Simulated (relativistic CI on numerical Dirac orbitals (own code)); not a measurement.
# From line strength to rate: Rb 7947.60 Å (air)

Problem. For 5s ²S1/2 – 5p ²P°1/2 of Rb a semi-empirical relativistic CI calculation gives the line strength S = 22.68 e²a₀² in the length gauge. The measured levels are 0.00 and 12578.95 cm⁻¹ (NIST Handbook). Find gf, f, A and the partial lifetime.

Working.
1. σ = 12578.95 − 0.00 = 12578.95 cm⁻¹, so the vacuum wavelength is 10⁸/σ = 7949.79 Å.
2. gf = 303.756 S/λ(Å) = 0.8665, log gf = -0.062; with g = 2 for the lower level, f = 0.433.
3. A = 2.02613 × 10¹⁸ S/(g_u λ³) with g_u = 2: A = 4.57 × 10^7 s⁻¹.
4. The partial lifetime for this S is 1/A = 21.9 ns; in the calculation this line carries 100 % of the decay of the upper level.

Check. The Handbook lists A = 3.40 × 10^7 s⁻¹, a tabulated value with its own uncertainty (a few per cent for the best lines, 25 % or more for others); ours lies 34 % above it. The velocity form of the same calculation gives S = 18.5, and the gap between the two forms is a rough gauge of the error in S. A miss this large is common for lines of near-neutral atoms, where core polarisation and correlation outside the CI space change S. With the computed energy (11752 cm⁻¹) in place of the measured one the rate would change by the factor (σ_calc/σ)³ = 0.82.
